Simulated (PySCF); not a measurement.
C5H5Cl, SMILES Cl/C=C/CC#C.

Geometry: B3LYP-D3(BJ)/def2-SVP. The structure was generated by enumeration; whether it is a known compound was not checked. Other conformers were not sampled.

Vertical ionisation energy (IE) and electron affinity (EA) in eV. Rows of orbital energies are one-electron estimates. Where ΔSCF, EOM or ADC give a negative EA the extra electron is unbound and the value depends on the basis.

```
level                                                IE          EA
-------------------------------------------  ----------  ----------
−ε(HOMO), −ε(LUMO), B3LYP/def2-TZVP (PySCF)        7.17        0.58
−ε(HOMO), −ε(LUMO), PBE/def2-TZVP (PySCF)    (withheld)  (withheld)
```

Problem. Complete the blanks. (The exact figures need the calculation; the answer reports its results.)

Solution. 
- −ε(HOMO), −ε(LUMO), PBE/def2-TZVP (PySCF), IE: 6.24
- −ε(HOMO), −ε(LUMO), PBE/def2-TZVP (PySCF), EA: 1.35
